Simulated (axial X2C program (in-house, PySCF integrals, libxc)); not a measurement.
## Outer orbitals of ZrN at 1.672 Å, BHandHLYP

Calculated with an in-house relativistic program for diatomic molecules. Spin-free means the one-electron spin-free X2C Hamiltonian; two-component (2c) means X2C with spin–orbit coupling and atomic mean-field two-electron Coulomb and Gaunt terms, so the difference of the two also holds small scalar two-electron terms. Basis: Zr dyall-cv3z [11s12p9d6f3g], N dyall-av3z [7s7p3d2f] (cores contracted in-house); Gaussian nuclei, density fitting, unrestricted open shells. Masses: Zr 89.905 u, N 14.003 u.

The distance is close to the 2c PBE0 minimum; the highest filled and lowest empty levels are listed.

Spin-free orbitals, state M_S = 1/2, Λ = 0 (beyond evenly filled blocks: σα) (Löwdin shares):

```tsv
symmetry	occupied	ε (eV)	atomic character
σβ	yes	-19.44	58% N s, 18% Zr d, 11% Zr p
σα	yes	-19.41	58% N s, 18% Zr d, 10% Zr p
π+β	yes	-8.40	57% N p, 35% Zr d, 3% Zr f
π-β	yes	-8.40	57% N p, 35% Zr d, 3% Zr f
π+α	yes	-8.37	56% N p, 37% Zr d, 3% Zr f
π-α	yes	-8.37	56% N p, 37% Zr d, 3% Zr f
σα	yes	-7.89	49% N p, 35% Zr d, 6% N s
σβ	yes	-7.80	51% N p, 33% Zr d, 6% Zr p
σα	yes	-5.48	60% Zr s, 15% Zr p, 14% N p
σβ	no	-2.27	64% Zr s, 13% Zr p, 11% N p
δ+α	no	-0.99	94% Zr d, 4% N d
δ-α	no	-0.99	94% Zr d, 4% N d
π-α	no	-0.94	73% Zr p, 17% Zr d, 9% N p
π+α	no	-0.94	73% Zr p, 17% Zr d, 9% N p
```

Spinors with spin–orbit coupling (state Ω = 1/2):

| ω | occupied | ε (eV) | atomic character | λ mixture |
| --- | --- | --- | --- | --- |
| -1/2 | yes | -19.44 | 58% N s, 18% Zr d, 11% Zr p | 100% σ |
| 1/2 | yes | -19.40 | 58% N s, 18% Zr d, 10% Zr p | 100% σ |
| 1/2 | yes | -8.42 | 57% N p, 35% Zr d, 3% Zr f | 100% π |
| -1/2 | yes | -8.39 | 56% N p, 37% Zr d, 3% Zr f | 100% π |
| -3/2 | yes | -8.38 | 57% N p, 35% Zr d, 3% Zr f | 100% π |
| 3/2 | yes | -8.36 | 56% N p, 37% Zr d, 3% Zr f | 100% π |
| 1/2 | yes | -7.89 | 49% N p, 35% Zr d, 6% N s | 100% σ |
| -1/2 | yes | -7.80 | 51% N p, 33% Zr d, 6% Zr p | 100% σ |
| 1/2 | yes | -5.48 | 60% Zr s, 15% Zr p, 14% N p | 100% σ |
| -1/2 | no | -2.27 | 64% Zr s, 13% Zr p, 11% N p | 100% σ |
| -3/2 | no | -1.02 | 94% Zr d, 4% N d | 100% δ |
| 5/2 | no | -0.97 | 94% Zr d, 4% N d | 100% δ |
| -1/2 | no | -0.96 | 73% Zr p, 17% Zr d, 9% N p | 100% π |

Mulliken charges and populations of the two-component result (they depend on the basis, above all on diffuse functions):

Zr 0.86 e (s 8.80 p 18.07 d 12.22 f 0.05), N -0.86 e (s 3.93 p 3.85 d 0.07 f 0.01). ⟨Lz⟩ = 0.00 ħ and ⟨Sz⟩ = 0.50 ħ (0.51 and -0.01 on the two atoms), which add up to Ω.

One determinant describes the state; a PBE0 search over occupations chose it and may have missed a lower one. Density functionals use the spin component along the axis (collinear).
